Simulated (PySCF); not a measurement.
## InO from Hartree–Fock to correlated methods

State: ²Π (doublet), unpaired electrons π ↑. Set-up: basis In x2c-SVPall, O x2c-SVPall; spin-free X2C with a Gaussian nucleus; PySCF 2.14. De refers to In + O in their high-spin ground configurations, without counterpoise correction. The functionals are run spin-unrestricted. A positive dipole means In(−)O(+).

| Level | Re (Å) | ωe (cm⁻¹) | De (eV) | μ (D) | CPU s a point (SCF and correlation, without the integrals) |
| --- | --- | --- | --- | --- | --- |
| UHF | 2.072 | 557 | 1.63 | -2.77 | 0.17 |
| UHF-MP2 | 2.079 | 549 | 3.08 | n/a | 0.26 |
| UHF-SCS-MP2 | 2.083 | 545 | 3.02 | n/a | n/a |
| UHF-CCSD | 2.084 | 542 | 2.89 | n/a | n/a |
| UHF-CCSD(T) | 2.089 | 534 | 2.98 | n/a | 2.1 |
| LDA | 2.065 | 544 | 4.41 | -2.03 | 0.33 |
| PBE | 2.105 | 509 | 3.80 | -2.19 | 1 |
| BLYP | 2.117 | 498 | 3.74 | -2.23 | 0.92 |
| r²SCAN | 2.083 | 534 | 3.61 | -2.27 | 0.86 |
| PBE0 | 2.080 | 538 | 3.40 | -2.43 | 1.1 |
| BHandHLYP | 2.071 | 552 | 3.08 | -2.64 | 0.55 |

(1) Which functional lies closest to UHF-CCSD(T) in De, which farthest, and by how much do they differ from it?

(2) What does a quarter of exact exchange do here, going from PBE to PBE0?

(3) What does the step from GGA to meta-GGA do here, going from PBE to r²SCAN?

Correlated steps freeze 19 core orbitals. Correlated levels converge slowly with the basis: in double zeta they bind strong bonds too weakly, by up to about 1 eV, and carry superposition errors of some tenths. Spin–orbit coupling is left out, which matters for elements this heavy, above all for dissociation energies. Counting both spins, an empty level lies below a filled one in some of these solutions, because spin and occupation are held. The state is the lowest determinant that a PBE0 search found; another state may lie lower at other levels.

The whole job (state search and all levels along the bond) took about 1.9 min on 1 thread of Oxide Virtual Turin-like (shared host), peak memory 0.56 GiB.

Answers

(1) Closest is BHandHLYP (-1.8 pm in Re, +3.4 % in ωe, +0.10 eV in De against UHF-CCSD(T) in the same basis), farthest LDA (-2.4 pm in Re, +1.9 % in ωe, +1.43 eV in De). CCSD(T) converges more slowly with the basis than the functionals do and binds too weakly in this one, so the order can change at the basis-set limit.

(2) PBE0 less PBE: -2.5 pm in Re, +5.7 % in ωe, -0.40 eV in De. Exact exchange removes part of the self-interaction that spreads semilocal densities, and in most molecules shortens and stiffens the bond and lowers De; so it does here.

(3) r²SCAN less PBE: -2.2 pm in Re, +4.9 % in ωe, -0.19 eV in De.
